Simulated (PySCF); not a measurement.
SMILES [SiH3][C@@H]1C[C@H]1[AsH2], C3H9AsSi

Geometry (Å), atoms numbered from 1 in this order:
```xyz
14

Si    1.945    0.908    0.030
C     0.541   -0.327    0.234
C     0.033   -1.106   -0.942
C    -0.824   -0.037   -0.338
As   -2.405   -0.569    0.697
H     1.814    1.559   -1.276
H     1.857    1.910    1.095
H     3.222    0.195    0.103
H     0.538   -0.874    1.175
H     0.477   -0.925   -1.911
H    -0.246   -2.142   -0.784
H    -0.922    0.880   -0.913
H    -2.657    0.817    1.224
H    -3.373   -0.291   -0.421
```

The calculation used TDDFT wB97X-D/aug-cc-pVDZ circular dichroism and optical rotation, one conformer, gas phase in PySCF. Geometry: GFN2-xTB.

The calculation is non-relativistic, which matters for the atoms heavier than Zn.

Stereocentres: C2 R, C4 R.

Problem. Give the optical rotatory dispersion at 633, 589.3, 546, 436, 405, 365, 355 nm.

Solution. [α] in deg dm⁻¹ (g/mL)⁻¹:
```
λ (nm)  origin-invariant length gauge  modified velocity gauge  length gauge (centre of mass)  isotropic polarisability (au)
   633                           -7.2                     -8.4                           -6.4                           98.4
 589.3                           -7.7                     -9.0                           -6.7                           98.8
   546                           -7.9                     -9.5                           -6.8                           99.5
   436                           -4.3                     -6.9                           -2.6                          102.1
   405                           +0.2                     -2.8                           +2.2                          103.3
   365                          +13.4                     +9.7                          +15.9                          105.4
   355                          +19.1                    +15.2                          +21.8                          106.1
```

Where the gauges differ in sign the basis doesn't settle the rotation.

Problem. And for the mirror image at 589.3 nm?

Solution. +7.7 deg dm⁻¹ (g/mL)⁻¹ (origin-invariant length gauge): the same size and the opposite sign.

Problem. What is the molar rotation [Φ] = [α]·M/100 of the geometry above at 589.3 nm?

Solution. With M = 148.11 g/mol, -11.3 deg cm² dmol⁻¹ (origin-invariant length gauge).

The first excitation lies at 6.45 eV (192 nm) with R = +22.4 × 10⁻⁴⁰ esu² cm² (velocity form).
